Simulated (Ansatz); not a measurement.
Ansatz results at the PBE0-D4/def2-TZVP geometry: HOMO energy (B3LYP/def2-TZVPP) -7.09 eV; HOMO–LUMO gap (PBE/def2-TZVPP) 4.76 eV; LUMO energy (ωB97M-V/def2-TZVPP) 1.11 eV.

Each molecule was computed in one conformer, which needn't be the lowest.

Which molecule gave them?
A. `COB(F)[CH2][AlH2]`
B. `C#CC#CC`
C. `S[SiH2][SiH2][GeH3]`
D. `FC[SiH]1CC1`

C. The others give `C#CC#CC`: -6.94, 4.72, 1.63; `COB(F)[CH2][AlH2]`: -7.98, 4.54, 0.00; `FC[SiH]1CC1`: -6.82, 5.22, 1.92.

B3LYP here is the variant with VWN-RPA as its local correlation; programs differ in this.
